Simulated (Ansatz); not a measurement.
Isomers of CH5GeNS, relaxed with PBE0-D4/def2-TZVP in Ansatz; electronic energies, one conformer each and not always the lowest. Functionals use def2-TZVPP; CBS adds triple-zeta CCSD(T) − MP2 to the MP2 limit of def2-TZVPP and def2-QZVPP.

Outer-core shells of Ge are correlated without core-valence functions. Scalar relativity is left out up to krypton. Spin–orbit coupling is left out.

(1) Order them by energy at frozen-core CCSD(T)/CBS, lowest first. (An estimate is asked.)
A. `[NH2][GeH]1[CH2][S]1`
B. `[SH][GeH]1[CH2][NH]1`
C. `S[CH]1[NH][GeH2]1`
D. `C[S][Ge][NH2]`

(2) How do MP2/CBS(def2), B3LYP-D4, ωB97M-V, HF/CBS(def2) place them (kJ/mol, against `C[S][Ge][NH2]`)? (An estimate is asked.)

## Answers

(1) D (0.0 kJ/mol), A (95.0 kJ/mol), B (187.8 kJ/mol), C (277.4 kJ/mol).

(2) Ansatz gave: 
| isomer | MP2/CBS(def2) | B3LYP-D4 | ωB97M-V | HF/CBS(def2) |
| --- | --- | --- | --- | --- |
| `S[CH]1[NH][GeH2]1` | 275.0 | 298.4 | 286.5 | 305.1 |
| `[NH2][GeH]1[CH2][S]1` | 86.9 | 122.8 | 105.0 | 107.9 |
| `[SH][GeH]1[CH2][NH]1` | 185.2 | 210.7 | 196.3 | 206.7 |

B3LYP here is the variant with VWN-RPA as its local correlation; programs differ in this.
